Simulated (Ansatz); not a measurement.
```yaml
crystal:
  periodic: [false, false, false]
  atoms:
    - {symbol: C, position_ang: [-1.992394, -0.487457, 0.970540]}
    - {symbol: O, position_ang: [-1.270555, -0.870087, -0.277907]}
    - {symbol: Ge, position_ang: [0.538504, -1.105463, -0.244519]}
    - {symbol: F, position_ang: [1.005167, -2.342194, 0.968826]}
    - {symbol: F, position_ang: [0.974822, -1.725419, -1.870783]}
    - {symbol: O, position_ang: [1.509774, 0.381925, 0.171973]}
    - {symbol: C, position_ang: [1.464465, 1.573233, -0.725088]}
    - {symbol: H, position_ang: [-1.938681, -1.321289, 1.758411]}
    - {symbol: H, position_ang: [-3.088470, -0.319041, 0.685754]}
    - {symbol: H, position_ang: [-1.576989, 0.483424, 1.424925]}
    - {symbol: H, position_ang: [2.077119, 2.397461, -0.218976]}
    - {symbol: H, position_ang: [0.390480, 1.954061, -0.877246]}
    - {symbol: H, position_ang: [1.928175, 1.344200, -1.750475]}
basis:
  gaussian: {orbitals: cc-pVTZ}
hamiltonian: {xc: {name: HF}}
correlation: {method: mp2, frozen_orbitals: {C: 0}}
output: {forces: true}
```

```sh
$ ansatz run in.yaml --threads 2 --pin off --events-out ev --progress --plain --max-ram 32768MiB --backend cuda --devices 0, --max-vram 18GiB
```

Shortened log:

```
Functional definition: HF
Error: "frozen_orbitals" has no count for O
```

(1) What is wrong with this run?

Results:

(1) Frozen orbitals are typed for one element alone, and the program wants a count for each. The input was rejected before any iteration.
